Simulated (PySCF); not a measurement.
C2H4BNO2, SMILES C(=O)=NB(C)O. Coordinates come from a PBE-D3(BJ)/def2-SVP optimisation. The structure was generated by enumeration, and PubChem lists no compound with its InChIKey, so it may never have been made. One conformer was computed; it need not be the lowest.

Computed equilibrium geometry at PBE-D3(BJ)/def2-SVP (PySCF confirms it by a frequency run) as Cartesian coordinates in Å, and its point group (one conformer of several):
point group Cs.
```xyz
10

B     -0.1049     0.9655     0.0000
C      1.2707     1.7465     0.0000
H      1.8745     1.4563    -0.8857
H      1.8745     1.4563     0.8857
H      1.1713     2.8508     0.0000
N     -0.1161    -0.4714     0.0000
C     -0.0047    -1.6717     0.0000
O      0.0936    -2.8514     0.0000
O     -1.3341     1.5668     0.0000
H     -1.2540     2.5368     0.0000
```
